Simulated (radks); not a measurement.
Results of a calculation; reference values are marked as such.
The hydrogen anion H- inside a hard spherical wall (all orbitals vanish at R), configuration held at [He] and not refilled when levels cross. Level of theory: non-relativistic Kohn-Sham, r2SCAN, spin-unpolarised, spherical densities, point nucleus; meta-GGA in the generalised Kohn-Sham scheme (a radial shooting solver on a logarithmic mesh with Libxc functionals). Eigenvalues in eV, with the zero of energy where the potential of the charges vanishes at infinity; a dash marks a level that is unbound or too diffuse for the functional's potential to be trusted. A positive occupied level is held by the wall or, in an anion where self-interaction has pushed it up, behind a barrier. The pressure on the wall is -dE/dV.

R (bohr),E (hartree),kinetic (hartree),e(1s),"e(2s, empty)","e(2p, empty)",pressure (GPa)
20,-0.52712,0.507,1.360,2.421,2.619,0.000314
15,-0.52663,0.507,1.487,3.419,3.651,0.00194
12,-0.52559,0.511,1.652,4.513,4.654,0.00984
10,-0.52355,0.517,1.882,5.805,5.717,0.0381
8,-0.51744,0.536,2.374,8.222,7.510,0.194
4,-0.37670,0.871,7.788,30.628,21.376,19.1
3.5,-0.29073,1.041,10.204,40.279,26.954,42.6
3,-0.13999,1.312,13.989,55.357,35.512,104
2.5,0.14273,1.776,20.350,80.659,49.630,292
1.5,2.13489,4.549,57.901,230.17,130.77,4660
